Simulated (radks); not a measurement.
Results of a calculation; reference values are marked as such.
Task: All-electron atom: Sn+ in [Kr] 4d9.5 5p3.5 (fractional occupations, a model configuration). Code: a radial shooting solver on a logarithmic mesh with Libxc functionals. Model: Dirac Kohn-Sham, PBE, spin-unpolarised, spherical densities, finite nucleus; open shells are shared between the two j in proportion to 2j + 1; Fermi nuclear charge, rms radius 4.6519 fm.

Spin-orbit splittings of the eigenvalues, e(l+1/2) - e(l-1/2), with zeta = 2 splitting/(2l+1) and mean radii in bohr:

| shell | occ. | splitting (eV) | zeta (eV) | <r> j=l-1/2 | <r> j=l+1/2 |
|---|---|---|---|---|---|
| 2p | 6 | 230.6 | 153.8 | 0.1058 | 0.1112 |
| 3p | 6 | 42.12 | 28.08 | 0.3299 | 0.3411 |
| 3d | 10 | ? | ? | 0.3125 | 0.3160 |
| 4p | 6 | 7.634 | 5.089 | 0.8621 | 0.8911 |
| 4d | 9.5 | 1.081 | 0.4326 | 1.066 | 1.079 |
| 5p | 3.5 | 0.6857 | 0.4571 | 2.653 | 2.747 |

Estimate the 3d splitting.

Result: 8.695 eV (zeta = 3.478 eV).
